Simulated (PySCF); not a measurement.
C3H6N2O2Si.
SMILES with atom numbers: `[CH3:1][O:2][c:3]1[n:4][n:5][c:6]([SiH3:7])[o:8]1` (hydrogens: H9, H10, H11 on C1; H12, H13, H14 on Si7)

The same species was optimised twice, with GFN2-xTB and with PBE0-D3(BJ)/def2-SVP (PySCF), and the same property calculations (PySCF, gas phase) were run on both structures.

| coordinate | GFN2-xTB | PBE0-D3(BJ)/def2-SVP | change |
| --- | --- | --- | --- |
| N4–N5 (Å) | 1.353 | 1.372 | +0.019 |
| O2–C3 (Å) | 1.318 | 1.306 | -0.012 |
| C3–O8 (Å) | 1.342 | 1.333 | -0.009 |
| N5–C6 (Å) | 1.288 | 1.294 | +0.006 |
| C6–O8 (Å) | 1.370 | 1.374 | +0.004 |
| C6–Si7 (Å) | 1.878 | 1.879 | +0.001 |
| C3–N4 (Å) | 1.294 | 1.296 | +0.002 |
| C1–O2 (Å) | 1.421 | 1.421 | 0.000 |
| O2–C3–O8 (°) | 118.5 | 116.9 | -1.6 |
| C1–O2–C3 (°) | 114.1 | 115.2 | +1.1 |
| O2–C3–N4 (°) | 128.5 | 129.4 | +0.9 |
| N4–C3–O8 (°) | 113.0 | 113.7 | +0.7 |
| Si7–C6–O8 (°) | 120.7 | 121.4 | +0.7 |
| C3–N4–N5 (°) | 105.8 | 105.3 | -0.5 |
| N5–C6–Si7 (°) | 128.3 | 127.9 | -0.4 |
| C3–O8–C6 (°) | 102.0 | 102.4 | +0.4 |
| C1–O2–C3–N4 (°) | -1 | -1 | 0 |

Rotational constants: A = 6701, B = 904.5, C = 808.5 MHz (GFN2-xTB) against A = 6610, B = 902.2, C = 805.5 MHz (PBE0-D3(BJ)/def2-SVP). Atoms that the bonding makes alike are paired by their places after alignment.

On the GFN2-xTB structure: lowest singlet, TDDFT (eV) 5.81 [wB97X-D/def2-SVPD]; lowest triplet, Tamm–Dancoff (eV) 4.44 [wB97X-D/def2-SVPD]; isotropic polarisability (au) 81.9 [wB97X-D/def2-SVPD]; HOMO (eV) -9.28 [wB97X-D/def2-SVPD]; LUMO (eV) 1.14 [wB97X-D/def2-SVPD]; dipole (D) 1.98 [wB97X-D/def2-SVPD]; HOMO (eV) -7.41 [PBE0/pcSseg-1]; LUMO (eV) -0.56 [PBE0/pcSseg-1]; dipole (D) 1.96 [PBE0/pcSseg-1]; GIAO shielding of C1 (ppm) 126.8 [PBE0/pcSseg-1]; GIAO shielding of O2 (ppm) 236.0 [PBE0/pcSseg-1]; GIAO shielding of C3 (ppm) 9.2 [PBE0/pcSseg-1]; GIAO shielding of N4 (ppm) -23.9 [PBE0/pcSseg-1]; GIAO shielding of N5 (ppm) -111.3 [PBE0/pcSseg-1]; GIAO shielding of C6 (ppm) 24.9 [PBE0/pcSseg-1]; GIAO shielding of Si7 (ppm) 436.0 [PBE0/pcSseg-1]; GIAO shielding of O8 (ppm) 17.6 [PBE0/pcSseg-1].

Problem. What do these properties become on the PBE0-D3(BJ)/def2-SVP structure?

Solution. 
```
                                    property              level  on GFN2-xTB  on PBE0-D3(BJ)/def2-SVP  change
                  lowest singlet, TDDFT (eV)  wB97X-D/def2-SVPD         5.81                     5.85   +0.04
           lowest triplet, Tamm–Dancoff (eV)  wB97X-D/def2-SVPD         4.44                     4.45   +0.01
               isotropic polarisability (au)  wB97X-D/def2-SVPD         81.9                     83.2    +1.3
                                   HOMO (eV)  wB97X-D/def2-SVPD        -9.28                    -9.34   -0.06
                                   LUMO (eV)  wB97X-D/def2-SVPD         1.14                     1.09   -0.05
                                  dipole (D)  wB97X-D/def2-SVPD         1.98                     2.16   +0.18
energy, GFN2-xTB geometry as zero (kcal/mol)  wB97X-D/def2-SVPD          0.0                     -1.6    -1.6
                                   HOMO (eV)      PBE0/pcSseg-1        -7.41                    -7.47   -0.06
                                   LUMO (eV)      PBE0/pcSseg-1        -0.56                    -0.61   -0.05
                                  dipole (D)      PBE0/pcSseg-1         1.96                     2.16   +0.20
energy, GFN2-xTB geometry as zero (kcal/mol)      PBE0/pcSseg-1          0.0                     -1.4    -1.4
                  GIAO shielding of C1 (ppm)      PBE0/pcSseg-1        126.8                    126.2    -0.6
                  GIAO shielding of O2 (ppm)      PBE0/pcSseg-1        236.0                    237.3    +1.3
                  GIAO shielding of C3 (ppm)      PBE0/pcSseg-1          9.2                     10.3    +1.1
                  GIAO shielding of N4 (ppm)      PBE0/pcSseg-1        -23.9                    -23.9     0.0
                  GIAO shielding of N5 (ppm)      PBE0/pcSseg-1       -111.3                   -121.6   -10.3
                  GIAO shielding of C6 (ppm)      PBE0/pcSseg-1         24.9                     22.8    -2.1
                 GIAO shielding of Si7 (ppm)      PBE0/pcSseg-1        436.0                    432.7    -3.3
                  GIAO shielding of O8 (ppm)      PBE0/pcSseg-1         17.6                     21.0    +3.4
```

The heavy atoms differ by 0.023 Å rms after alignment. Among the bonds compared N4–N5 changes most (+0.019 Å). Changes are differences of the printed values. Neither structure is proved a minimum here.

Conformer computed: `[CH3:1][O:2][c:3]1[n:4][n:5][c:6]([SiH3:7])[o:8]1`: C1–O2–C3–N4 -1°.

Note: wB97X-D ran without an empirical dispersion term, which enters the total energy and its gradient alone.
